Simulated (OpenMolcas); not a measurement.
# N III: effect of the basis set

| Item | Value |
| --- | --- |
| Program | OpenMolcas |
| Method | CASSCF |
| Active space | 3 electrons in 8 orbitals (2s 2p 3s 3p) |
| State averaging | 2S+1 = 4 odd, 1 root; 2S+1 = 2 odd, 11 roots; 2S+1 = 4 even, 3 roots; 2S+1 = 2 even, 9 roots |
| Spin-orbit coupling | state interaction with AMFI integrals over the reference wave functions, term energies averaged over their components |

A. ANO-RCC-VTZP [4s3p2d1f], DKH2, point nucleus; cost of the order of 24 core-seconds
B. ANO-R2 [4s4p2d1f], X2C, finite nucleus; cost about 25 core-seconds
C. ANO-RCC-VQZP [5s4p3d2f1g], DKH2, point nucleus; cost roughly 19 core-seconds
D. ANO-RCC [8s7p4d3f2g], DKH2, point nucleus; cost of the order of 25 core-seconds

Energies in cm-1 above 2s2 2p 2P* 1/2, the measured ground level; measured values from Moore, Selected Tables of Atomic Spectra, NSRDS-NBS 3, section 5.

| Level | A | B | C | D | Measured |
| --- | --- | --- | --- | --- | --- |
| 2s2 2p 2P* 1/2 | 0.0 | 0.0 | 0.0 | 0.0 | 0.0 |
| 2s2 2p 2P* 3/2 | 168 | 168 | 169 | 170 | 174 |
| 2s 2p2 4P 1/2 | 51737 | 51973 | 51706 | 51636 |  |
| 2s 2p2 4P 3/2 | 51795 | 52030 | 51763 | 51693 | 57247 |
| 2s 2p2 4P 5/2 | 51890 | 52124 | 51858 | 51788 | 57328 |
| 2s 2p2 2D 3/2 | 106040 | 106263 | 106011 | 105979 | 101031 |
| 2s 2p2 2D 5/2 | 106045 | 106268 | 106016 | 105983 | 101024 |
| 2s 2p2 2S 1/2 | 132570 | 132416 | 132418 | 132426 | 131004 |
| 2s 2p2 2P 1/2 | 155276 | 155410 | 155149 | 155150 | 145876 |
| 2s 2p2 2P 3/2 | 155392 | 155526 | 155267 | 155268 | 145986 |
| 2p3 4S* 3/2 | 183804 | 183960 | 183802 | 183797 | 186797 |
| 2p3 2D* 3/2 | 212344 | 212444 | 212283 | 212301 | 203089 |
| 2p3 2D* 5/2 | 212347 | 212447 | 212286 | 212305 | 203075 |
| 2p3 2P* 1/2 | 238960 | 239109 | 238837 | 238800 | 230404 |
| 2p3 2P* 3/2 | 238977 | 239126 | 238854 | 238818 | 230409 |

Deviations, from unrounded energies. A percentage is the sum of absolute deviations over the sum of measured energies, with the sign that they share, or ± where signs differ.

```
                  Against measurement  Levels     A     B     C     D
       mean absolute deviation (cm-1)      13  6100  6200  6100  6100
fine structure of the ground term (%)       1  -3.9  -3.9  -2.9  -2.7
             other configurations (%)      12  ±4.5  ±4.5  ±4.4  ±4.4
```

A, B, C, D lie about equally close to measurement. The largest miss of C in the table is 2s 2p2 2P 3/2, by +9300 cm-1. The ranking rests on the paired levels alone, and a cruder setting can come out closer through cancelling errors.

Among A to D the level of the table that moves most is 2s 2p2 4P 1/2, by 340 cm-1 (lowest in D, highest in B).

Active for correlation alone: 3p 3s; no level in the range computed is led by a configuration that fills them, so any true level of that kind is missing. Computed and measured levels are paired by configuration, term and J; levels that our copy of the source lacks, or whose pairing is in doubt (as where it misses far off the trend of its configuration), stay unpaired and out of the deviations. Only configurations of the active space appear.

* marks odd parity.
